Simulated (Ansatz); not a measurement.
A nudged elastic band was laid between two geometries of AlFH$_{5}$NSi (9 atoms, charge 0, multiplicity 1).

The calculation used Ansatz 0.2.0, RKS PBE0/6-31G*.

- movable images: 5
- climbing image: yes
- spring: 5.0 eV/Å²
- optimiser: quadratic models (default)
- start path: IDPP
- force threshold: 0.05 eV/Å
- iteration limit: 39
- end points: relaxed

First end point:

```xyz
9
Properties=species:S:1:pos:R:3
F -1.343 2.770 0.799
Al -0.346 1.710 0.010
N -0.456 -0.011 0.465
Si 0.461 -1.335 -0.186
H 0.648 2.234 -1.095
H -1.130 -0.256 1.185
H 1.261 -2.044 0.856
H 1.391 -0.758 -1.196
H -0.398 -2.356 -0.855
```

Last end point:

```xyz
9
Properties=species:S:1:pos:R:3
F -1.024 2.447 1.755
Al 0.032 1.342 1.119
N -0.626 0.158 -0.041
Si 0.233 -1.113 -0.858
H 1.550 1.366 1.541
H -1.617 0.224 -0.255
H 1.647 -1.039 -0.399
H 0.201 -0.965 -2.343
H -0.307 -2.467 -0.537
```

What changes between the two ends?

No bond is made or broken. The dihedral Al2–N3–Si4–H9 goes from -118 to 120°. The two ends are copies of one structure, up to a mirror image or an exchange of like atoms.

Give the energies along the band, and the barrier.

It converged. The highest image is number 3 of 0 to 6, 5.3 kJ/mol above the ends, which have the same energy within 2 meV. A vibrational analysis at the climbing image gives one clearly imaginary mode, 125i cm⁻¹: a first-order saddle point.

```json
{"image": "0", "path coordinate (Å)": "0.00", "energy (kJ/mol)": "0.0", "dihedral Al2–N3–Si4–H9 (°)": "-118"}
{"image": "1", "path coordinate (Å)": "0.66", "energy (kJ/mol)": "1.3", "dihedral Al2–N3–Si4–H9 (°)": "-140"}
{"image": "2", "path coordinate (Å)": "1.31", "energy (kJ/mol)": "3.9", "dihedral Al2–N3–Si4–H9 (°)": "-160"}
{"image": "3", "path coordinate (Å)": "1.97", "energy (kJ/mol)": "5.3", "dihedral Al2–N3–Si4–H9 (°)": "180"}
{"image": "4", "path coordinate (Å)": "2.61", "energy (kJ/mol)": "4.0", "dihedral Al2–N3–Si4–H9 (°)": "161"}
{"image": "5", "path coordinate (Å)": "3.26", "energy (kJ/mol)": "1.4", "dihedral Al2–N3–Si4–H9 (°)": "141"}
{"image": "6", "path coordinate (Å)": "3.90", "energy (kJ/mol)": "0.0", "dihedral Al2–N3–Si4–H9 (°)": "120"}
```

What is the geometry of the highest image?


```xyz
9
Properties=species:S:1:pos:R:3:forces:R:3
F -1.213 2.682 1.252 0.02 -0.01 0.00
Al -0.078 1.672 0.594 -0.05 0.00 -0.02
N -0.589 0.015 0.178 0.04 0.00 0.00
Si 0.331 -1.287 -0.526 -0.01 0.01 0.00
H 1.391 2.187 0.336 0.00 0.00 0.01
H -1.554 -0.231 0.375 -0.01 0.00 0.00
H 1.496 -1.680 0.318 0.00 0.00 0.00
H 0.869 -0.936 -1.872 0.00 0.00 0.00
H -0.565 -2.469 -0.671 0.00 0.00 0.00
```

What are the harmonic wavenumbers there?

125i, 84, 121, 247, 422, 497, 599, 662, 725, 765, 865, 936, 940, 964, 1006, 1160, 2005, 2242, 2249, 2259, 3609 cm⁻¹.

Time of the run: 2.2 min on 1 CPU thread of a shared host.
